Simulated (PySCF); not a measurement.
A small calculation by hand: oscillator strength and radiative lifetime

C₂H₁₀OSi₃, SMILES O1[SiH2]C[SiH2][C@H]1[SiH3].

Geometry: PBE0-D3(BJ)/def2-SVP. The structure was generated by enumeration; whether it is a known compound was not checked. Other conformers were not sampled.

TDA-PBE0/def2-SVPD in PySCF puts the first singlet state with f over 0.02 at 6.60 eV (vertical), with the transition dipole (-0.309, -0.359, 0.162) in atomic units.

Task: Find the oscillator strength, the wavelength and the radiative lifetime that this transition would have in vacuum if emission retraced absorption.

Result: 
|μ|² = 0.2506 au, so |μ| = 1.27 D. ΔE = 6.60/27.211 = 0.2425 hartree. f = (2/3) ΔE |μ|² = 0.041 (the program prints 0.041).
λ = 1239.84/6.60 = 188 nm; ν = 53233 cm⁻¹.
Einstein's coefficient A = 0.6670 ν² f s⁻¹ (ν in cm⁻¹) = 7.7e7 s⁻¹, so τ = 1/A = 13 ns. This state is S3; the lower singlets have f = 0.006, 0.005. The figure is the radiative limit of this one transition; relaxation, internal conversion, crossing to triplets and a medium change what is measured.
